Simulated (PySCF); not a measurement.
## Diatomics of In with group 15

PBE with double-zeta basis sets in PySCF, for the lowest determinant that a PBE0 search found; no spin–orbit coupling. De refers to high-spin ground-configuration atoms. A positive dipole means M(−)In(+).

| M | basis | state (unpaired electrons) | Re (Å) | ωe (cm⁻¹) | De (eV) | μ (D) |
| --- | --- | --- | --- | --- | --- | --- |
| N | x2c-SVPall | triplet (π ↑↑) | 2.237 | 436 | 2.14 | 1.93 |
| P | x2c-SVPall | triplet (π ↑↑) | 2.671 | 250 | 2.10 | 1.69 |
| As | def2-SVP | triplet (π ↑↑) | 2.787 | 173 | 1.96 | 1.68 |
| Sb | def2-SVP | triplet (π ↑↑) | 2.987 | 140 | 1.81 | 1.78 |
| Bi | def2-SVP | triplet (π ↑↑) | 3.056 | 121 | 1.73 | 1.44 |

The shortest bond is that of InN (2.237 Å), the longest that of InBi (3.056 Å).

The rows differ in basis set, which adds steps of its own.

Down a group the atoms grow and get heavier, so bonds lengthen and wavenumbers fall; this series shows no clear exception.

These are scalar-relativistic numbers at best; spin–orbit coupling would shift them, the dissociation energy most. States were picked by a PBE0 search and need not be the measured ground states.
